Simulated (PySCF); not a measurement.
# Stretching one bond of ClGeH2 cation

Calculated results; nothing here was measured. They come from PySCF 2.14.0, an open-source quantum chemistry program, on an isolated molecule that a program drew, which may never have been made. The molecule is ClGeH2 cation (charge +1, singlet), drawn as the SMILES string `[Cl][GeH2+]`.

The structure below is the HF double-zeta minimum with every atom moved a little at random, so it isn't optimised. Bond Cl1-Ge2 is then set to each length in the table by shifting atoms 2, 3, 4 along it, with nothing else relaxed.
```xyz
4
ClGeH2 cation, angstrom
Cl   -0.5782    3.0432   -2.8839
Ge    0.0505    2.0069   -1.2314
H     1.5526    1.5199   -1.2945
H    -0.7794    2.0029   -0.0180
```

E is the energy above the same method's energy at the HF double-zeta minimum. IE is the energy to remove one electron at fixed geometry, to the doublet state of charge +2, as a difference of total energies. The basis family is cc-pV(n+d)Z, with UHF for radicals and no spin-orbit coupling. Best is HF at quadruple zeta, plus MP2 correlation extrapolated from triple and quadruple zeta, plus CCSD(T) minus MP2 at triple zeta, with a frozen core. The other columns are at triple zeta. Germanium has the cc-pVnZ-PP basis, with a core potential (ECP10MDF) in place of its 10 inner electrons, and its 3s, 3p and 3d shells are frozen in MP2 and coupled-cluster steps.

| bond (Å) | E B3LYP (kcal/mol) | E MP2 (kcal/mol) | E CCSD(T) (kcal/mol) | E best (kcal/mol) | IE B3LYP (eV) | IE MP2 (eV) | IE CCSD(T) (eV) | IE best (eV) | T1 |
|---|---|---|---|---|---|---|---|---|---|
| 1.9974 | 3.01 | 2.96 | 3.00 | 2.88 | 18.111 | 18.453 | 18.249 | 18.428 | 0.013 |
| 2.0394 | 2.06 | 2.21 | 2.08 | 2.06 | 18.050 | 18.330 | 18.151 | 18.330 | 0.014 |
| 2.0494 | ? | ? | ? | ? | ? | ? | ? | ? | ? |
| 2.1864 | 5.50 | 6.82 | 6.04 | 6.22 | 17.755 | 17.853 | 17.736 | 17.918 | 0.016 |
| 2.3204 | 14.18 | 16.96 | 15.47 | 15.73 | 17.413 | 17.411 | 17.328 | 17.512 | 0.018 |

T1 is the CCSD diagnostic of the starting molecule.

**Estimate the best E and IE at 2.0494 Å from the other rows.**

A cubic in the inverse of the bond length through the other values of E best gives 2.03 kcal/mol there. A least-squares quadratic in the bond length through IE best gives 18.299 eV. The calculation gives 2.02 kcal/mol and 18.305 eV, so the fits miss by 0.01 kcal/mol and 0.006 eV. The same recipe one zeta lower moves these two values by 0.02 kcal/mol and 0.07 eV, a gauge of their own error. The rest of the row: E is 1.99 (B3LYP), 2.19 (MP2), 2.03 (CCSD(T)); IE is 18.034 (B3LYP), 18.299 (MP2), 18.125 (CCSD(T)); T1 is 0.014.
